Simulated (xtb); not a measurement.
xtb input (GFN1-xTB):

```bash
xtb mol.xyz --gfn 1 --sp --chrg 1 --uhf 0
```
mol.xyz:
```
6

Al    -0.39477180    -0.54907430    -0.26729586
C      0.64014884     0.89036065     0.43343808
H      0.45300292     0.99825514     1.50513264
H      0.37166754     1.82323757    -0.06940631
H      1.70458499     0.69636029     0.27680607
H     -1.23811508    -1.72205100    -0.83831477
```

End of the output:

```
         :::::::::::::::::::::::::::::::::::::::::::::::::::::
         ::                     SUMMARY                     ::
         :::::::::::::::::::::::::::::::::::::::::::::::::::::
         :: total energy              -5.046434467666 Eh    ::
         :: gradient norm              0.014025850767 Eh/a0 ::
         :: HOMO-LUMO gap              4.840209999964 eV    ::
         ::.................................................::
         :: SCC energy                -5.109918121177 Eh    ::
         :: -> electrostatic           0.118695531897 Eh    ::
         :: repulsion energy           0.064565701115 Eh    ::
         :: dispersion energy         -0.001082047603 Eh    ::
         :: halogen bond corr.         0.000000000000 Eh    ::
         :: add. restraining           0.000000000000 Eh    ::
         :: total charge               1.000000000000 e     ::
         :::::::::::::::::::::::::::::::::::::::::::::::::::::

           -------------------------------------------------
          |                Property Printout                |
           -------------------------------------------------

    * Orbital Energies and Occupations

         #    Occupation            Energy/Eh            Energy/eV
      -------------------------------------------------------------
         1        2.0000           -0.8534365             -23.2232
         2        2.0000           -0.7647604             -20.8102
         3        2.0000           -0.7464737             -20.3126
         4        2.0000           -0.7464737             -20.3126
         5        2.0000           -0.6812688             -18.5383 (HOMO)
         6                         -0.5033944             -13.6981 (LUMO)
         7                         -0.3871266             -10.5343
         8                         -0.3871266             -10.5343
         9                         -0.3416157              -9.2958
        10                         -0.3416157              -9.2958
        11                         -0.3410973              -9.2817
        12                         -0.3247257              -8.8362
        13                         -0.3247257              -8.8362
        14                         -0.2743255              -7.4648
        15                         -0.1461200              -3.9761
        16                         -0.1461200              -3.9761
       ...                                ...                  ...
        21                          0.8388746              22.8269
      -------------------------------------------------------------
                  HL-Gap            0.1778744 Eh            4.8402 eV
             Fermi-level           -0.5923316 Eh          -16.1182 eV
Note: The following floating-point exceptions are signalling: IEEE_DENORMAL
normal termination of xtb

  Mulliken/CM5 charges         n(s)   n(p)   n(d)
     1Al    0.68490  0.54810   1.459  0.684  0.172
     2C    -0.10708 -0.21496   1.041  3.066  0.000
     3H     0.12710  0.18212   0.873  0.000  0.000
     4H     0.12710  0.18212   0.873  0.000  0.000
     5H     0.12710  0.18212   0.873  0.000  0.000
     6H     0.04088  0.12050   0.959  0.000  0.000

Wiberg/Mayer (AO) data.
largest (>0.10) Wiberg bond orders for each atom

 ---------------------------------------------------------------------------
     #   Z sym  total        # sym  WBO       # sym  WBO       # sym  WBO
 ---------------------------------------------------------------------------
     1  13 Al   2.109 --     2 C    1.095     6 H    0.792
     2   6 C    3.996 --     1 Al   1.095     4 H    0.902     5 H    0.902
                             3 H    0.902     6 H    0.197
     3   1 H    0.978 --     2 C    0.902
     4   1 H    0.978 --     2 C    0.902
     5   1 H    0.978 --     2 C    0.902
     6   1 H    0.997 --     1 Al   0.792     2 C    0.197
 ---------------------------------------------------------------------------

Topologies differ in total number of bonds
Writing topology from bond orders to xtbtopo.mol

 dipole moment from electron density (au)
     X       Y       Z
  -0.2183  -0.3036  -0.1478  total (Debye):    1.022

           -------------------------------------------------
          | TOTAL ENERGY               -5.046434467666 Eh   |
          | GRADIENT NORM               0.014025850767 Eh/α |
          | HOMO-LUMO GAP               4.840209999964 eV   |
           -------------------------------------------------

------------------------------------------------------------------------
------------------------------------------------------------------------
 total:
 SCF:
```

It need not be the lowest isomer of its formula.
